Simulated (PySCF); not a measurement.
Correlation energy of F⁺ (fluorine, charge +1)

[He] 2s2 2p3 3s1, high-spin 5S determinant (an excited configuration). Calculation: PySCF 2.14, in x2c-QZVPPall with one added diffuse shell each of s, p, d, f type (8s5p4d3f1g, 73 functions); scalar relativity by spin-free X2C-1e. Frozen: nothing; 8 electrons correlated.

```json
{"level": "CCSD", "correlation energy (mhartree)": "-157.86"}
{"level": "(T)", "correlation energy (mhartree)": "-2.23"}
{"level": "CCSD(T)", "correlation energy (mhartree)": "-160.09"}
```

Diagnostics: T1 = 0.0051, D1 = 0.0182, largest double amplitude 0.033.

The outer electron is Rydberg-like, and this basis confines it to a smaller radius and binds it less than a complete one would.

Cost of the coupled-cluster step: roughly 8 core-seconds, for 8 correlated electrons.

This basis was not built for core-valence correlation, so the inner-shell part is incomplete.
